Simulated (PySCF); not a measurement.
Geometry (Å), atoms numbered from 1 in this order:
```xyz
5

Ge   -0.0003   -0.0005    0.0462
F     0.0318   -0.0168    1.7625
Cl    1.9993    0.0106   -0.6426
Cl   -1.0216    1.7512   -0.5620
Cl   -1.0093   -1.7445   -0.6040
```

Geometry: PBE0-D3(BJ)/def2-SVP; GIAO absolute shieldings from PySCF 2.14.0 with density-fitted response routines, gas phase, non-relativistic, averaged over equivalent atoms.

At PBE0/pcSseg-1 (pcSseg-2 on Ge) (152 basis functions, 14 s wall time on 1 thread of an x86-64 server CPU, shared host):
| atoms | σ (ppm) |
| --- | --- |
| Ge1 | 1274.6 |
| F2 | 257.1 |
| Cl3/Cl4/Cl5 | 771.8 |

What do these become at PBE/pcSseg-1 (pcSseg-2 on Ge)?

Results:


```json
{"atoms": "Ge1", "σ at PBE/pcSseg-1 (pcSseg-2 on Ge)": "1207.3", "change": "-67.3"}
{"atoms": "F2", "σ at PBE/pcSseg-1 (pcSseg-2 on Ge)": "217.2", "change": "-39.9"}
{"atoms": "Cl3/Cl4/Cl5", "σ at PBE/pcSseg-1 (pcSseg-2 on Ge)": "710.9", "change": "-60.9"}
```

The largest change is at Ge1 (germanium bonded to 3 Cl, F). Cost: 152 basis functions, 12 s wall time on 1 thread of an x86-64 server CPU, shared host.

Relativistic effects, spin–orbit coupling among them, are left out; they matter for Ge and for the light atoms bonded to it.
